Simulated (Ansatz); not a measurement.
`FC[S][SnH3]`, charge 0, multiplicity 1.

Problem. Give a relaxed structure at PBE0-D4/def2-TZVP (the Gaussian-basis code of Ansatz). (An estimate is asked.)

Solution. The calculation gave: 
Cartesian coordinates in Å:
```
F -0.032 -2.878 -0.312
C -0.029 -1.583 0.130
S 0.119 -0.495 -1.321
Sn 0.035 1.611 -0.172
H 0.825 -1.452 0.800
H -0.968 -1.399 0.658
H 1.337 1.693 0.929
H 0.155 2.788 -1.391
H -1.442 1.715 0.678
```
Point group Cs.
This is one stationary point; other conformers may exist.
